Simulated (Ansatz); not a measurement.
`C=C=C[SiH3]` + `[OH][Sn][Cl]` → `[SiH3][O][Sn][Cl]` + `C=C=C` at 298.15 K and 1 bar (ligand exchange at the Si–C bond).

Calculated with Ansatz (gas phase, PBE0-D4/def2-TZVP geometries, no zero-point term in ΔE). CCSD(T)/CBS adds triple-zeta CCSD(T) − MP2 to the extrapolated MP2 energy (def2 sets, frozen cores). This one scheme is used for every species. Elements past krypton have def2 core potentials. For Sn outer-core shells are correlated without core-valence functions, which leaves a few kJ/mol of doubt a bond. Each species was taken in one conformer, which may not be the lowest.

```
            species  CCSD(T)/CBS energy (Eh)  H − E (kJ/mol)  S (J/(mol·K))
      `C=C=C[SiH3]`               -406.77843           204.1          312.4
     `[OH][Sn][Cl]`               -749.66523            50.6          304.5
`[SiH3][O][Sn][Cl]`              -1039.98803            99.0          367.4
            `C=C=C`               -116.49399           157.3          242.5
```

H − E and S are ideal-gas, rigid-rotor, harmonic terms from PBE0-D4/def2-TZVP, for one conformer and one mirror image of each species. 1 Eh = 2625.50 kJ/mol, R = 8.31446 J/(mol·K).

Question: By hand: ΔE, ΔH, ΔS and ΔG.

Answer: ΔE = (-1039.98803) + (-116.49399) − (-406.77843) − (-749.66523) = -0.03836 Eh = -100.7 kJ/mol. Δ(H − E) = 99.0 + 157.3 − 204.1 − 50.6 = 1.6, so ΔH = -99.1 kJ/mol. ΔS = 367.4 + 242.5 − 312.4 − 304.5 = -7.0 J/(mol·K). ΔG = -99.1 − 298.15 × (-7.0)/1000 = -97.0 kJ/mol.

Question: By hand: the equilibrium constant, and the temperature at which ΔG would vanish if ΔH and ΔS stayed fixed.

Answer: log₁₀ K = −ΔG/(RT ln 10) = 17.0. ΔG = 0 at ΔH/ΔS = 14157 K, far beyond where these terms or the molecules hold.

The number of gas molecules stays the same, so ΔS is small and ΔH decides. A doubt of 5 kJ/mol in ΔE shifts log₁₀ K by 0.9 here. Other conformers and mirror images would add mixing entropy, several J/(mol·K) or more a flexible species. These are equilibria of isolated gas molecules and say nothing of rates. Largest T1 diagnostic: 0.017 (customary marks: 0.02 for closed shells, 0.045 for open ones).
